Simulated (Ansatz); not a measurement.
Ansatz (a first-principles code) input (RI-MP2/aug-cc-pV(T+d)Z):
A basis named .json is the Basis Set Exchange file of that set.

Ansatz 0.2 input:
```yaml
crystal:
  periodic: [false, false, false]
  atoms:
    - {symbol: Cl, position_ang: [1.69546886, 1.05140801, -0.09614596]}
    - {symbol: C, position_ang: [0.23579139, 0.14423587, -0.01331211]}
    - {symbol: C, position_ang: [-1.08953680, 0.67951293, 0.02147043]}
    - {symbol: C, position_ang: [-1.90992832, -0.39664431, 0.08487262]}
    - {symbol: O, position_ang: [-1.18813229, -1.55010719, 0.09157122]}
    - {symbol: C, position_ang: [0.12758488, -1.20685654, 0.03102123]}
    - {symbol: H, position_ang: [-1.36872549, 1.71825903, 0.00125058]}
    - {symbol: H, position_ang: [-2.97850619, -0.50725942, 0.12904656]}
    - {symbol: H, position_ang: [0.84585251, -2.00556590, 0.02730132]}
basis:
  gaussian:
    orbitals: aug-cc-pV_T+d_Z.json
    fitting: {mean_field: def2-universal-jkfit, correlation: aug-cc-pVTZ-RIFIT.json}
magnetization: {spin_polarized: true, initial_magnetization: 2}
correlation: {method: mp2, electrons: outside_noble_gas}
```

Output:

```
Functional definition: HF
integrals: 0.66 GiB planned
559 factors; integrals over basis functions are off by at most 1.4e0 eV
0.79 GiB of device memory are held for the factors and their scratch space
mean field: 1.44 GiB planned
mean field evaluation 1: about -18703.3336 eV, gradient 2.8e1 eV
mean field evaluation 2: about -18706.8461 eV, gradient 1.7e1 eV
mean field evaluation 4: about -18708.3505 eV, gradient 2.1e0 eV
mean field evaluation 8: about -18708.4987 eV, gradient 7.2e-1 eV
mean field evaluation 16: about -18708.6369 eV, gradient 2.2e-5 eV
mean field evaluation 32: about -18708.5446 eV, gradient 2.8e-6 eV
mean field -18708.63685522 eV, -687.5297232597 hartree, gradient 2.8e-6 eV, S^2 2.205124; 1 other end points of the search recorded, 0 dependent functions left out
10 core orbitals not correlated
815 factors; their error is unknown
reference -18708.63685522 eV, -687.5297232597 hartree; 17, 15 occupied and 327, 329 virtual orbitals, 815 factors
second order -27.23177111 eV of doubles, -0.00000000 eV of singles
Total energy: -18735.86862633 eV, -688.5304723897 hartree
```

This state (charge 0, triplet) is run at the relaxed geometry of the species with charge 0 and multiplicity 1, and is a spin state other than that species' own.

The determinant is spin-contaminated: <S^2> is 2.21 against 2.00 for a pure state.
